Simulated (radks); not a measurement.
Values are calculated unless marked as measured or tabulated.
Problem. C4+, 2 electrons, occupied as 1s1 2p1 (not the ground configuration). Level of theory: scalar-relativistic Kohn-Sham, BLYP, spin-polarised, spherical densities, point nucleus; open shells are filled with parallel spins first (a radial shooting solver on a logarithmic mesh with Libxc functionals). Some entries of the table are withheld. Estimate them.

orbital  occ.  eigenvalue (Ry)  r(max) (bohr)
1s up       1              (1)         0.1664
2s up       0         -6.11802         0.9447
2p up       1         -5.70732            (2)

Solution. 
(1) 1s up eigenvalue (Ry): -30.81462
(2) 2p up r(max) (bohr): 0.7647
